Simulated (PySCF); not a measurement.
This PySCF input asks for the NMR shieldings of SMILES S(c1nc(C=C)[nH]n1)[SiH3], C$_{4}$H$_{7}$N$_{3}$SSi; the geometry comes from GFN2-xTB.

```python
import basis_set_exchange as bse
import numpy as np
from pyscf import gto, dft
from pyscf.prop import nmr

atoms = """
C    -2.040733   -1.543316   -0.397468
C    -2.112767   -0.219536   -0.313766
C    -0.945908    0.612512   -0.174009
N     0.316927    0.222899   -0.108735
C     1.020332    1.372705    0.020889
S     2.721310    1.264273    0.140339
Si    2.594633   -0.909456   -0.016381
N     0.267570    2.454103    0.040094
N    -0.976848    1.960434   -0.084071
H    -2.920178   -2.154432   -0.499893
H    -1.086831   -2.041163   -0.365714
H    -3.059100    0.303558   -0.345034
H     1.892655   -1.413780    1.150401
H     2.069823   -1.248182   -1.327163
H     4.018474   -1.237545    0.062892
H    -1.766958    2.585870   -0.099496
"""
names = dict.fromkeys(["C", "N", "S", "Si", "H"], "pcSseg-1")
basis = {el: gto.basis.parse(bse.get_basis(n, elements=[el], fmt="nwchem")) for el, n in names.items()}
mol = gto.M(atom=atoms, basis=basis, charge=0, verbose=0)
mf = dft.RKS(mol, xc="PBE0")
mf.grids.level = 2
mf.grids.alignment = dft.numint.BLKSIZE   # the property module wants whole blocks of grid points
mf.conv_tol = 1e-9
mf.kernel()

calc = nmr.RKS(mf)   # GIAO
C = mf.mo_coeff
Co = C[:, mf.mo_occ > 0]
resp = mf.gen_response(singlet=True, hermi=2)
def vind(x):   # induced exchange potential for any number of trial vectors
    d = np.einsum("pi,xij,qj->xpq", C, 2 * x.reshape(-1, C.shape[1], Co.shape[1]), Co, optimize=True)
    return np.einsum("xpq,pi,qj->xij", resp(d - d.transpose(0, 2, 1)), C, Co, optimize=True).ravel()
mo1, _ = nmr.rhf.solve_mo1(calc, with_cphf=vind)
sigma = calc.kernel(mo1)
for i, s in enumerate(sigma):   # ppm
    print("%2d %-2s %9.2f" % (i, mol.atom_pure_symbol(i), np.trace(s) / 3))
```

Q: What are the results?

A: 
```
 0 C      54.50
 1 C      60.56
 2 C      29.90
 3 N     -12.08
 4 C      20.34
 5 S     616.98
 6 Si    417.94
 7 N     -47.26
 8 N      42.09
 9 H      25.69
10 H      24.80
11 H      25.25
12 H      26.64
13 H      26.64
14 H      27.16
15 H      22.22
```

These numbers come from an equivalent density-fitted implementation of the same equations, which agrees with the script to about 0.01 ppm for H and up to a few tenths of a ppm for heavy atoms, so last digits may differ.

Q: Turn these shieldings into chemical shifts. Shifts are taken against calculated references (same method and geometry level): ¹³C (σref 186.93), ²⁹Si (σref 349.16), ¹H (σref 31.72) vs TMS; ¹⁵N (σref 267.73) vs NH3; ³³S (σref 503.73) vs CS2.

A: Averaging equivalent atoms: C 4: 166.6; C 2: 157.0; C 0: 132.4; C 1: 126.4; N 7: 315.0; N 3: 279.8; N 8: 225.6; S 5: -113; Si 6: -68.8; H 15: 9.49; H 10: 6.91; H 11: 6.47; H 9: 6.02; H 12/13/14: 4.91 ppm. Experimental scales use liquid or dissolved standards, which lie at an offset from isolated NH3 (liquid NH3: subtract about 20 ppm). Unscaled 15N shifts of sp2 nitrogen come out 20 to 40 ppm too high even then.

Size and cost of the density-fitted run: 202 basis functions, 100 s wall time on 1 thread of an Intel Xeon, shared host; peak memory 0.83 GiB.
